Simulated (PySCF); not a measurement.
## Computed properties of Bi(H)2(Et) (C₂H₇Bi), SMILES C[CH2][BiH2]

Bi(H)2(Et) (C2H7Bi), SMILES [CH2]([BiH2])C. Geometry: PBE0-D3(BJ)/def2-SVP. The def2 effective core potentials stand for the cores of Bi; spin–orbit coupling is left out. Other conformers were not sampled. All values are computed for the isolated molecule unless a solvent is named; none is compared with measurement here.

**Structure.** The optimised structure has Cs symmetry. All 24 harmonic modes at PBE0-D3(BJ)/def2-SVP (PySCF) are real, so it is a minimum. With heavy atoms numbered as in [BiH2:1][CH2:4][CH3:5], the shortest bond between them is C4–C5 at 1.515 Å and the longest Bi1–C4 at 2.290 Å.

**Vibrations.** The strongest infrared lines (harmonic, unscaled, degenerate partners summed) lie at 1815 cm⁻¹ (257 km/mol, H 100 %), 1807 cm⁻¹ (239 km/mol, H 100 %), 3037 cm⁻¹ (41 km/mol, H 97 %). The softest mode is at 106 cm⁻¹ and the zero-point energy is 48.6 kcal/mol.

**Electronic structure.** r2SCAN/def2-TZVPD (PySCF) places the frontier levels at -6.17 and -0.79 eV, a gap of 5.38 eV, and gives a dipole moment of 1.02 D and a mean polarisability of 79.2 bohr³.

**Excitations.** TDA-M06-2X/def2-SVPD (PySCF) has S1 at 5.65 eV (219 nm, f = 0.069, bright); the most intense of the 10 singlets computed lies at 7.83 eV (f = 0.46). T1 (TDA) is at 4.54 eV, 1.11 eV under S1. No vertical singlet excitation falls in the visible range (under 3.1 eV).
